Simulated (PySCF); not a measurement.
**Excitation energy of Gd⁺ by level of theory**

Gd⁺ [Xe] 4f7 5d1 6s1 (10D) → Gd⁺ [Xe] 4f6 5d2 6s1 (high-spin determinant), as a difference of total energies. Computed with PySCF 2.14 in cc-pVTZ-X2C (10s9p7d5f3g1h, 145 functions), with the spin-free X2C one-electron Hamiltonian (Gaussian nucleus). Correlated levels: valence: [Kr] 4d10 frozen; valence and next inner shell: [Ar] 3d10 frozen. The calculations carry no spin-orbit coupling.

```csv
method,excitation energy (cm⁻¹)
UHF,66861
MP2 (valence),78442
SCS-MP2 (valence),72225
MP2 (valence and next inner shell),80816
SCS-MP2 (valence and next inner shell),75045
```

The determinant of the upper state mixes LS terms, which raises its energy above the lowest term, most at the Hartree-Fock and MP2 levels.
